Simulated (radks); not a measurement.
Q: Os II, configuration [Xe] 4f14 5d6 6s1. Method: Dirac Kohn-Sham, PBE, spin-unpolarised, spherical densities, point nucleus; open shells are shared between the two j in proportion to 2j + 1; computed with a radial shooting solver on a logarithmic mesh with Libxc functionals. Some entries of the table are withheld. Estimate them.

orbital,occ.,eigenvalue (eV),<r> (bohr)
1s1/2,2,-73778.16,0.01773
2s1/2,2,-12846.11,(1)
2p1/2,2,-12297.53,0.06130
2p3/2,4,-10766.09,0.06950
3s1/2,2,-2995.372,0.1933
3p1/2,2,-2750.420,0.1835
3p3/2,4,-2416.450,0.1986
3d3/2,4,-2006.986,0.1734
3d5/2,6,-1934.659,0.1781
4s1/2,2,-638.4431,0.4317
4p1/2,2,-535.7144,0.4357
4p3/2,4,-457.2743,0.4693
4d3/2,4,(2),0.4825
4d5/2,6,(3),0.4938
5s1/2,2,-99.3754,1.007
5p1/2,2,-67.7536,(4)
4f5/2,6,-61.4219,0.5525
4f7/2,8,-58.6169,0.5607
5p3/2,4,-55.5354,(5)
5d3/2,2.4,-14.8010,1.717
5d5/2,3.6,-13.7102,1.784
6s1/2,1,-13.1431,(6)

A: 
(1) 2s1/2 <r> (bohr): 0.07424
(2) 4d3/2 eigenvalue (eV): -288.9416
(3) 4d5/2 eigenvalue (eV): -274.4151
(4) 5p1/2 <r> (bohr): 1.100
(5) 5p3/2 <r> (bohr): 1.201
(6) 6s1/2 <r> (bohr): 2.781
